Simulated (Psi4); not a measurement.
C2H5S (SMILES C[CH]S), doublet, geometry from GFN2-xTB; CISD/3-21G in Psi4.

The Psi4 input:
```
memory 2 GB

molecule mol {
0 2
C     1.532999    0.714509   -0.079825
C     0.060960    0.703789   -0.227148
S    -0.805172   -0.736694    0.183518
H    -2.028457   -0.249353   -0.032406
H    -0.412016    1.361714   -0.934643
H     1.879380    1.727720    0.127027
H     1.836955    0.060930    0.735667
H     2.043143    0.376296   -0.990087
}

set {
  basis 3-21g
  reference uhf
}

energy('cisd')
print_variables()
```

The log (banner, timings and long lists left out):

```
Traceback (most recent call last):
  File "psi4", line 375, in <module>
  File "<string>", line 29, in <module>
  File "site-packages/psi4/driver/driver.py", line 461, in energy
  File "site-packages/psi4/driver/task_planner.py", line 255, in task_planner
  File "site-packages/psi4/driver/driver_util.py", line 222, in negotiate_derivative_type
  File "site-packages/psi4/driver/driver_util.py", line 355, in highest_analytic_derivative_available

psi4.driver.p4util.exceptions.MissingMethodError: Method=cisd is not available for any derivative level under conditions CI_TYPE=CONV, REFERENCE=UHF, FREEZE_CORE=FALSE, QC_MODULE=(auto). See https://psicode.org/psi4manual/master/introduction.html#ss-cisd. Or did you mean? ccd ccsd cisdt cisdtq qcisd lccsd ci2 ci3 ci4 ci5 ci6 ci7 ci8 ci9 ci10 ci11 ci12 ci13 ci14 ci15 ci16 ci17 ci18 ci19 ci20 ci21 ci22 ci23 ci24 ci25 ci26 ci27 ci28 ci29 ci30 ci31 ci32 ci33 ci34 ci35 ci36 ci37 ci38 ci39 ci40 ci41 ci42 ci43 ci44 ci45 ci46 ci47 ci48 ci49 ci50 ci51 ci52 ci53 ci54 ci55 ci56 ci57 ci58 ci59 ci60 ci61 ci62 ci63 ci64 ci65 ci66 ci67 ci68 ci69 ci70 ci71 ci72 ci73 ci74 ci75 ci76 ci77 ci78 ci79 ci80 ci81 ci82 ci83 ci84 ci85 ci86 ci87 ci88 ci89 ci90 ci91 ci92 ci93 ci94 ci95 ci96 ci97 ci98

Printing out the relevant lines from the Psithon --> Python processed input file:
    H     2.043143    0.376296   -0.990087
    ""","mol")
    core.IO.set_default_namespace("mol")
    core.set_global_option("BASIS", "3-21g")
    core.set_global_option("REFERENCE", "uhf")
--> energy('cisd')
    print_variables()

!----------------------------------------------------------------------------------!
!                                                                                  !
!  Method=cisd is not available for any derivative level under conditions          !
!     CI_TYPE=CONV, REFERENCE=UHF, FREEZE_CORE=FALSE, QC_MODULE=(auto). See        !
!     https://psicode.org/psi4manual/master/introduction.html#ss-cisd. Or did you  !
!     mean? ccd ccsd cisdt cisdtq qcisd lccsd ci2 ci3 ci4 ci5 ci6 ci7 ci8 ci9 ci10 !
!     ci11 ci12 ci13 ci14 ci15 ci16 ci17 ci18 ci19 ci20 ci21 ci22 ci23 ci24 ci25   !
!     ci26 ci27 ci28 ci29 ci30 ci31 ci32 ci33 ci34 ci35 ci36 ci37 ci38 ci39 ci40   !
!     ci41 ci42 ci43 ci44 ci45 ci46 ci47 ci48 ci49 ci50 ci51 ci52 ci53 ci54 ci55   !
!     ci56 ci57 ci58 ci59 ci60 ci61 ci62 ci63 ci64 ci65 ci66 ci67 ci68 ci69 ci70   !
!     ci71 ci72 ci73 ci74 ci75 ci76 ci77 ci78 ci79 ci80 ci81 ci82 ci83 ci84 ci85   !
!     ci86 ci87 ci88 ci89 ci90 ci91 ci92 ci93 ci94 ci95 ci96 ci97 ci98             !
!                                                                                  !
!----------------------------------------------------------------------------------!
```

The input was rejected before any calculation.
